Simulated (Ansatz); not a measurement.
This geometry of C3H11NSi (16 atoms, charge 0, multiplicity 1) is a first-order saddle point.

These are results of Ansatz 0.2.0, RKS B3LYP-D4/def2-SVP, not measurements.

```xyz
16
Properties=species:S:1:pos:R:3
C -0.378 -1.232 -1.761
Si -0.025 -0.582 -0.024
C 1.808 -0.216 0.228
C -1.025 0.996 0.334
N -0.901 1.398 1.714
H -0.080 -0.494 -2.525
H 0.174 -2.165 -1.963
H -1.452 -1.442 -1.897
H -0.447 -1.613 0.982
H 1.943 0.317 1.183
H 2.418 -1.133 0.255
H 2.197 0.428 -0.578
H -0.607 1.786 -0.317
H -2.080 0.875 -0.006
H -0.677 2.346 1.969
H -0.892 0.709 2.451
```

Task: Which two structures does it join? (They come from a converged band through this point; their orientation in space is the band's.)

Result: No bond is made or broken. The height of N5 over the plane of its neighbours goes from 0.38 to -0.39 Å.

Initial state:

```xyz
16
Properties=species:S:1:pos:R:3
C -0.389 -1.211 -1.745
Si 0.015 -0.591 -0.008
C 1.858 -0.270 0.207
C -0.941 1.011 0.358
N -0.672 1.458 1.728
H -0.089 -0.473 -2.507
H 0.142 -2.152 -1.963
H -1.469 -1.400 -1.864
H -0.427 -1.617 0.993
H 2.032 0.212 1.183
H 2.451 -1.198 0.160
H 2.228 0.413 -0.576
H -0.558 1.774 -0.346
H -2.018 0.884 0.104
H -1.130 2.348 1.922
H -1.055 0.790 2.398
```

Final state:

```xyz
16
Properties=species:S:1:pos:R:3
C -0.348 -1.225 -1.752
Si -0.058 -0.553 -0.011
C 1.775 -0.185 0.263
C -1.080 1.021 0.319
N -0.953 1.582 1.675
H -0.039 -0.489 -2.514
H 0.228 -2.149 -1.926
H -1.412 -1.457 -1.919
H -0.486 -1.578 0.999
H 1.950 0.249 1.262
H 2.384 -1.100 0.189
H 2.151 0.532 -0.486
H -0.805 1.803 -0.413
H -2.148 0.816 0.121
H 0.017 1.834 1.866
H -1.198 0.877 2.372
```

Task: How far does it lie above each of them?

Result: 5.0 kcal/mol above the first and 3.9 kcal/mol above the second. This is the barrier of this one path; another mechanism may lie lower.

Time of the run: 2.4 min on 2 threads of Intel(R) Xeon(R) CPU @ 2.80GHz (Skylake/Cascade Lake), on a shared host, peak memory 0.35 GiB.
